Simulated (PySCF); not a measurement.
CH7FOSi3. Atoms are numbered in the order given.

```xyz
13

F     -2.6582     1.0629     0.4104
Si    -1.7381     0.1769    -0.6036
C     -0.3002    -0.5413     0.3653
O      0.4985    -1.2696    -0.6063
Si     2.0734    -0.6293    -0.5039
Si     0.9917     0.7251     1.0568
H     -1.2042     1.0801    -1.6614
H     -2.5951    -0.8875    -1.1936
H     -0.6549    -1.2254     1.1580
H      2.5384    -0.0669    -1.8069
H      3.0724    -1.6429    -0.0484
H      1.2889     0.6120     2.5155
H      0.7126     2.1517     0.7110
```
Charge 0, spin multiplicity 1.

Geometry: PBE0-D3(BJ)/def2-SVP. The structure was generated by enumeration; whether it is a known compound was not checked. Other conformers were not sampled.

These are TDA-PBE/def2-SVPD (PySCF 2.14.0) values and carry that method's errors.

Vertical excitations. Isolated molecule, no solvent.

Give excitation energies, oscillator strengths and character. (The exact figures need the calculation; the answer reports its results.)


```csv
state,energy (eV),λ (nm),f,main pairs
S1,4.79,259,0.005,HOMO→LUMO 99 %
S2,5.32,233,0.036,"HOMO−1→LUMO 53 %, HOMO−2→LUMO 25 %, HOMO→LUMO+1 20 %"
S3,5.36,231,0.011,"HOMO→LUMO+1 74 %, HOMO−1→LUMO 12 %"
S4,5.46,227,0.029,"HOMO−2→LUMO 64 %, HOMO−1→LUMO 29 %"
S5,5.72,217,0.005,HOMO→LUMO+2 86 %
S6,5.93,209,0.019,HOMO−2→LUMO+1 88 %
S7,6.12,203,0.046,"HOMO−1→LUMO+1 45 %, HOMO→LUMO+3 25 %, HOMO−2→LUMO+1 8 %"
S8,6.15,202,0.027,"HOMO→LUMO+3 73 %, HOMO−1→LUMO+1 17 %"
S9,6.20,200,0.014,"HOMO−2→LUMO+2 38 %, HOMO→LUMO+4 31 %, HOMO−1→LUMO+2 25 %"
S10,6.29,197,0.012,"HOMO→LUMO+4 54 %, HOMO−2→LUMO+2 18 %, HOMO−1→LUMO+2 17 %"
T1,4.52,274,0,HOMO→LUMO 98 %
T2,4.86,255,0,HOMO−1→LUMO 92 %
T3,5.08,244,0,"HOMO→LUMO+1 81 %, HOMO−1→LUMO+1 15 %"
T4,5.11,242,0,HOMO−2→LUMO 96 %
```
Triplets are in the Tamm–Dancoff approximation.
